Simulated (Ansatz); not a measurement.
`[SiH3]NP` + `C[As](C)C` → `C[As](C)[SiH3]` + `CNP`  (redistribution)

Program: Ansatz. Geometries: PBE0-D4/def2-TZVP. ΔE: electronic, gas phase. CCSD(T)/CBS adds triple-zeta CCSD(T) − MP2 to the extrapolated MP2 energy (def2 sets, frozen cores). Functionals use def2-TZVPP. For As outer-core shells are correlated without core-valence functions, which leaves a few kJ/mol of doubt a bond. Scalar relativity is left out up to krypton. Each species was taken in one conformer, which may not be the lowest.

```json
{"level": "BHLYP-D4", "ΔE (kJ/mol)": "87.0"}
{"level": "PBE-QIDH", "ΔE (kJ/mol)": "84.0"}
```

What does CCSD(T)/CBS give? (An estimate is asked.)

The calculation gave: +88.0 kJ/mol. The listed levels differ from it by -1.0, -4.0 kJ/mol.

Largest T1 diagnostic among the species: 0.012.

From BLYP to BHLYP (50 % exact exchange), in def2-TZVPP and without D4, ΔE moves by +10.0 kJ/mol. Leaving LDA and LC-ωPBE aside and taking each functional with its dispersion term where it has one, the values, not all of them listed here, spread over 19.1 kJ/mol, from PBE-D4 to B2PLYP. At CCSD(T), def2-SVP lies −18.6 kJ/mol from the extrapolated value and def2-TZVPP +1.2 kJ/mol.
